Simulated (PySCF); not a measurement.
## Optical rotation: `C1C[AsH][AsH]1`, C2H6As2

Geometry (Å), atoms numbered from 1 in this order:
```xyz
10

C     0.196   -0.535    0.751
C    -0.741   -0.383   -0.444
As   -0.283    1.457   -1.064
As    1.620    0.786    0.298
H    -0.299   -0.196    1.668
H     0.536   -1.561    0.924
H    -0.462   -1.084   -1.238
H    -1.796   -0.557   -0.209
H    -0.923    2.128    0.144
H     2.163   -0.049   -0.854
```

Computed, not measured: PySCF 2.14.0, TDDFT CAM-B3LYP/aug-cc-pVDZ circular dichroism and optical rotation, one conformer, gas phase. Geometry: GFN2-xTB.

The calculation is non-relativistic, which matters for the atoms heavier than Zn. No stereocentre is labelled: unless the shape is locked (an allene, a helicene, a hindered biaryl), the mirror image is equally populated and a measured rotation or CD is zero.

Question: What is the specific rotation at 633, 589.3, 546, 436, 405, 365, 355 nm?

Answer: [α] in deg dm⁻¹ (g/mL)⁻¹:
| λ (nm) | origin-invariant length gauge | modified velocity gauge | length gauge (centre of mass) | isotropic polarisability (au) |
| --- | --- | --- | --- | --- |
| 633 | +132.6 | +140.6 | +132.7 | 91.7 |
| 589.3 | +161.6 | +171.1 | +161.7 | 92.3 |
| 546 | +201.8 | +213.1 | +201.8 | 93.2 |
| 436 | +425.7 | +446.4 | +425.6 | 97.0 |
| 405 | +568.4 | +594.2 | +568.3 | 98.8 |
| 365 | +906.8 | +943.0 | +906.5 | 102.4 |
| 355 | +1043.5 | +1083.4 | +1043.1 | 103.7 |

Question: And for the mirror image at 589.3 nm?

Answer: -161.6 deg dm⁻¹ (g/mL)⁻¹ (origin-invariant length gauge): the same size and the opposite sign.

Question: What is the molar rotation [Φ] = [α]·M/100 of the geometry above at 589.3 nm?

Answer: With M = 179.91 g/mol, +290.8 deg cm² dmol⁻¹ (origin-invariant length gauge).

The first excitation lies at 5.07 eV (245 nm) with R = +65.3 × 10⁻⁴⁰ esu² cm² (velocity form).
